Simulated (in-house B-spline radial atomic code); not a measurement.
How numerical settings move a run on K+, [Ne] 3s2 3p6. Computed with an all-electron radial atomic-structure program (B-spline basis): non-relativistic M06-2X, spherical fractional occupations, point nucleus.

Command:
```bash
python run_scf.py task.json out
```
Settings of the sound reference run:
```
Z                19
electrons        18
configuration    [Ne] 3s2 3p6
hamiltonian      nr
method           m062x
spin_polarised   False
knot_spacing     0.22
spline_order     8
gauss_points     12
box_radius       35.29
max_iterations   70
damping          0.5
damped_steps     3
diis_vectors     10
tolerance        1e-08
start            Thomas-Fermi
```

Time taken, with all properties: 0.29 s on 1 thread of Arm Neoverse N1, on a shared host.

It converges in 9 iterations to -599.763221 hartree, with 3p at -28.7654 eV. The other runs change the listed settings, some to values that make no sense; their results aren't properties of the atom or ion. Radii are in bohr (the nuclear one in fm), a minus after a letter asks for a j subshell, and «unchanged» means within 1e-8 hartree. The run stops when the residual is below 10 × tolerance × max(1, Z/10), or a noise floor if that is larger, and the energy moves by less than 1e-8 × √|E| hartree; so very loose and very tight tolerances often act alike.

```tsv
changed settings	outcome
knot_spacing = 1	converged in 10 iterations, energy +1.72e+00 hartree from the reference, 3p level -3.9e-01 eV (the program warns: 3s reaches the box edge)
knot_spacing = 0.15, max_iterations = 100, damping = 0.2, diis_vectors = 2	converged in 9 iterations, energy -1.19e-03 hartree from the reference, 3p level -1.6e-02 eV
knot_spacing = 0.55	converged in 17 iterations, energy +1.46e-02 hartree from the reference, 3p level -2.6e-03 eV
diis_vectors = 20	converged in 9 iterations, energy unchanged
hamiltonian = dirac, method = r2scan, nucleus = fermi, rms_radius = 3.4349, mass_number = 39, atomic_mass = 38.96371, speed_of_light = 137.036	stopped with error: meta-GGAs are not served with the Dirac Hamiltonian
knot_spacing = 1.4	converged in 9 iterations, energy +2.48e+01 hartree from the reference, 3p level -2.5e+00 eV (the program warns: 3p reaches the box edge; 1s reaches the box edge)
diis_vectors = 1	converged in 11 iterations, energy unchanged, 3p level -5.5e-06 eV
knot_spacing = 0.3	converged in 9 iterations, energy +1.87e-03 hartree from the reference, 3p level -1.1e-02 eV
knot_spacing = 0.4	converged in 9 iterations, energy +3.55e-03 hartree from the reference, 3p level -1.2e-03 eV
```

Question: What happens with knot_spacing = 0.1?

Answer: Converged in 9 iterations, energy -1.59e-03 hartree from the reference, 3p level -7.7e-03 eV.

Question: What happens with diis_vectors = 0?

Answer: Converged in 18 iterations, energy unchanged, 3p level +1.7e-06 eV.

Question: What happens with max_iterations = 100, diis_vectors = 2, start = bare nucleus?

Answer: Converged in 9 iterations, energy unchanged, 3p level -2.0e-06 eV.

Question: What happens with knot_spacing = 0.75?

Answer: Converged in 9 iterations, energy +3.63e-01 hartree from the reference, 3p level -4.3e-02 eV.
